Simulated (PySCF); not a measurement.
acetylene (C2H2), singlet, geometry from GFN2-xTB. Base run: PBE0/def2-SVP (PySCF).

Input for PySCF:
```python
from pyscf import gto, scf, dft, solvent

mol = gto.Mole()
mol.atom = '''
    C    -0.000000   -0.000000   -0.596862
    C     0.000000    0.000000    0.596862
    H     0.000000    0.000000    1.646575
    H    -0.000000   -0.000000   -1.646575
'''
mol.basis = 'def2-svp'
mol.charge = 0
mol.spin = 0
mol.verbose = 4
mol.build()

mf = dft.RKS(mol)
mf.xc = 'pbe0'
mf.kernel()
```

Variants of this job, named by their change:

| change | ΔE vs base (kcal/mol) | HOMO-LUMO gap (eV) |
|---|---|---|
| base | 0.000 | 9.65 |
| model = IEF-PCM; solvent = methanol; lebedev_order = 41 | -2.97 | 9.72 |
| model = ddCOSMO; solvent = methanol | ___ | 9.71 |
| model = C-PCM; solvent = methanol | -3.01 | 9.72 |
| model = IEF-PCM; solvent = methanol; r_probe = 0.5 | ___ | ___ |
| model = IEF-PCM; solvent = methanol | -2.95 | 9.72 |
| model = COSMO; solvent = methanol | -2.96 | 9.72 |
| model = IEF-PCM; solvent = tetrahydrofuran | ___ | 9.71 |
| model = IEF-PCM; solvent = 2-propanol | -2.84 | 9.72 |
| model = IEF-PCM; solvent = methanol; vdw_scale = 1.4 | -1.67 | 9.69 |
| model = IEF-PCM; solvent = dimethylsulfoxide | -3.00 | 9.72 |
| model = IEF-PCM; solvent = acetonitrile | -2.96 | 9.72 |

What belongs in the gaps?


- model = ddCOSMO; solvent = methanol, ΔE vs base (kcal/mol): -2.04
- model = IEF-PCM; solvent = methanol; r_probe = 0.5, ΔE vs base (kcal/mol): -1.13
- model = IEF-PCM; solvent = methanol; r_probe = 0.5, HOMO-LUMO gap (eV): 9.68
- model = IEF-PCM; solvent = tetrahydrofuran, ΔE vs base (kcal/mol): -2.46

The base is the gas phase, so ΔE is the electrostatic part of solvation at a fixed geometry, without cavity and dispersion terms.
